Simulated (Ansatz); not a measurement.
The first iterations of a band of AlBrH4N2 + H2 (10 atoms, charge 0, multiplicity 1).

Method: RKS PBE0-D4/def2-SVP (Ansatz 0.2.0).

| Quantity | Value |
| --- | --- |
| movable images | 7 |
| climbing image | yes |
| spring | 5.0 eV/Å² |
| optimiser | quadratic models (default) |
| start path | through a guess of the saddle point |
| force threshold | 0.03 eV/Å |
| iteration limit | 60 |
| end points | relaxed |

First end point:

```xyz
10
Properties=species:S:1:pos:R:3
Al -0.104 0.203 -0.595
Br 1.465 -0.352 -2.132
N 0.069 1.741 0.253
N -1.465 -0.895 -0.361
H 1.965 -1.350 0.842
H 1.612 -1.312 1.516
H 0.835 2.385 0.101
H -0.563 2.107 0.955
H -1.577 -1.770 -0.860
H -2.237 -0.757 0.281
```

Last end point:

```xyz
10
Properties=species:S:1:pos:R:3
Al -0.138 -0.025 0.452
Br 2.682 -1.103 -1.983
N -0.063 1.737 0.588
N -1.601 -0.898 -0.027
H 2.126 -1.088 -0.654
H 1.166 -0.870 0.812
H 0.770 2.245 0.862
H -0.805 2.391 0.365
H -1.653 -1.906 -0.114
H -2.485 -0.484 -0.300
```

| iteration | highest image above the first end (eV) | largest band force component (eV/Å) |
| --- | --- | --- |
| 1 | 2.678 | 5.213 |
| 2 | 1.646 | 1.616 |
| 3 | 1.516 | 0.661 |
| 4 | 1.492 | 1.019 |
| 5 | 1.452 | 0.500 |
| 6 | 1.524 | 0.598 |
| 7 | 1.503 | 0.488 |
| 8 | 1.500 | 0.363 |

Does the band converge within its limit, and where does its top end?

The run converged. It ended after 25 iterations with the highest image 1.476 eV above the first end. A structure lower than the first end lies on the path between it and the top, so the climb from that side starts below the end, which may itself be a saddle point or a shallow side well. A vibrational analysis at the climbing image gives one clearly imaginary mode, 259i cm⁻¹: a first-order saddle point. The orbitals stay closed-shell, which can raise the energy where a bond breaks towards radicals; this wasn't checked here.

Run time: 6.3 min on 2 threads of Intel(R) Xeon(R) 6975P-C (Granite Rapids), with other jobs on the host, peak memory 0.27 GiB.
